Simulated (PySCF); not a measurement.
Pt(Cl)(CO)2 (C2ClO2Pt), SMILES [O+]#[C-]->[Pt+]([Cl])<-[C-]#[O+], charge +1, multiplicity 1.

Coordinates come from a PBE0-D3(BJ)/def2-SVP optimisation. The geometry has at least one imaginary mode, so it is a saddle point at that level. The multiplicity is an assumed one; other spin states were not compared. The isomer is the one that the SMILES or the coordinates give; other isomers of the formula were not compared. The def2 effective core potentials stand for the cores of Pt; spin–orbit coupling is left out.

All values below come from CAM-B3LYP/def2-TZVP in PySCF.

Symmetry labels are those of the subgroup C2v that the program uses (full group C2v).

Computed valence orbital energies around the gap with their symmetry:
| orbital | symmetry | energy (eV) |
|---|---|---|
| HOMO−7 | B2 | -21.19 |
| HOMO−6 | A1 | -19.47 |
| HOMO−5 | B1 | -18.48 |
| HOMO−4 | A2 | -17.70 |
| HOMO−3 | A1 | -17.01 |
| HOMO−2 | B2 | -16.53 |
| HOMO−1 | A1 | -16.12 |
| HOMO | B1 | -15.43 |
| LUMO | B2 | -9.04 |
| LUMO+1 | B1 | -6.96 |
| LUMO+2 | A1 | -5.94 |
| LUMO+3 | B2 | -5.57 |
